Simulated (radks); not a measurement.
Effect of the nuclear size on the rhodium ion Rh3+, [Kr] 4d6. Method: Dirac Kohn-Sham, PBE, spin-unpolarised, spherical densities, finite nucleus; open shells are shared between the two j in proportion to 2j + 1; Fermi nuclear charge, rms radius 4.4945 fm; computed with a radial shooting solver on a logarithmic mesh with Libxc functionals. The rms radius is varied about that value; shifts are against it.

rms radius (fm),total energy shift (eV),density at nucleus (e/bohr^3),1s1/2 shift (meV),2s1/2 shift (meV),4s1/2 shift (meV),4p1/2 shift (meV),5s1/2 (empty) shift (meV)
3.7844,-0.642,1.236e+05,-271,-29.7,-0.998,0.053,-0.157
4.3237,-0.163,1.216e+05,-68.8,-7.56,-0.254,0.013,-0.040
4.4945,0,1.21e+05,0.000,0.000,0.000,0.000,0.000
4.8406,0.348,1.199e+05,147,16.1,0.540,-0.029,0.085
5.5282,1.10,1.179e+05,466,51.2,1.72,-0.091,0.271

Slopes of the eigenvalues against <r^2> in GHz/fm^2, as finite differences over the two radii next to the reference (eigenvalue slopes, not the field-shift constants of lines): 1s1/2 11000, 2s1/2 1210, 4s1/2 40.5, 4p1/2 -2.15, 5s1/2 (empty) 6.39.
